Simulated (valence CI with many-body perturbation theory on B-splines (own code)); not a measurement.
# La²⁴⁺: key properties

Level of theory: valence CI with perturbative core correlation (CI+MBPT): five valence electrons over a frozen Dirac-Fock core [Ar] 3d10, radial functions for each j: 9 s, 9 p, 8 d, 6 f, 3 g, 1 h, with the one-electron correlation potential Σ1 (screened to all orders), the two-electron term Σ2, the three-electron term Σ3, Breit, model QED; selected single and double excitations, second order for the rest (own B-spline code, finite nucleus).

No measured levels were compared; by estimate levels hold to about 250 cm⁻¹ or 0.2 % of their energy and the worst to 1 %, as in measured heavy ions of charge 2 to 7; those with d or f electrons hold less well. Among the levels kept, up to 280 cm⁻¹ of a level comes from second order outside the variational space, and about a tenth of that is noise between levels of different J, which matters for small intervals.

Levels are named by their leading jj configuration (3d3/2^4 stands for four electrons in 3d with j = 3/2), which in mixed levels can hold well under half, so a name can repeat and another be missing.

Rates and lifetimes use the calculated energies. Strong lines usually hold to 10 to 20 %, long lifetimes can be off by a factor of two.

Problem. What is the ground level?

Solution. (4s^2 4p1/2^2 4p3/2) J=3/2, composition 40 % 4s2.4p3 2P° + 36 % 4s2.4p3 4S° + 22 % 4s2.4p3 2D°, g = 1.456.

Problem. What are the static dipole polarisabilities of the lowest levels?

Solution. (4s^2 4p1/2^2 4p3/2) J=3/2 0.154 (tensor 0.0090); (4s^2 4p1/2 4p3/2^2) J=3/2 0.164 (tensor 0.0036); (4s^2 4p1/2 4p3/2^2) J=5/2 0.163; (4s^2 4p1/2 4p3/2^2) J=1/2 0.162 bohr³, of which the core gives 0.00853.

Problem. What is the ionisation energy?

Solution. 807.93 eV; NIST lists 806 ± 4 eV (theoretical).

Problem. How well does LS coupling describe the low levels?

Solution. Among the lowest 20 levels the leading LS term, summed over configurations, holds 57 % on average. For single configurations the figures are 52 % in LS and 79 % in jj coupling. Terms mix most in the J = 5/2 level at 103.32 eV, where the leading one holds 29 %.

Problem. Among levels below 175.19 eV, which E1 lines absorb most strongly from the ground level?

Solution. to (4s^2 4p1/2 4p3/2 4d3/2) J=5/2 at 9.721 nm, f = 0.633; to (4s^2 4p1/2 4p3/2 4d3/2) J=3/2 at 9.646 nm, f = 0.374; to (4s^2 4p1/2 4p3/2 4d3/2) J=1/2 at 9.660 nm, f = 0.262.

Problem. Where does the other parity begin?

Solution. At (4s 4p1/2^2 4p3/2^2) J=5/2, 75.26 eV.

Problem. Name the longest-lived excited levels whose lifetime is computed, and their main decay.

Solution. (4s^2 4p1/2 4p3/2^2) J=5/2 at 22.40 eV lives 65.4 μs, mostly by M1 to (4s^2 4p1/2^2 4p3/2) J=3/2; (4s^2 4p1/2 4p3/2^2) J=1/2 at 26.92 eV lives 13.2 μs, mostly by M1 to (4s^2 4p1/2^2 4p3/2) J=3/2; (4s^2 4p1/2 4p3/2^2) J=3/2 at 18.89 eV lives 13.2 μs, mostly by M1 to (4s^2 4p1/2^2 4p3/2) J=3/2. The lifetime of (4s^2 4p1/2 4p3/2 4d5/2) J=9/2 is too uncertain to give, and may be longer.
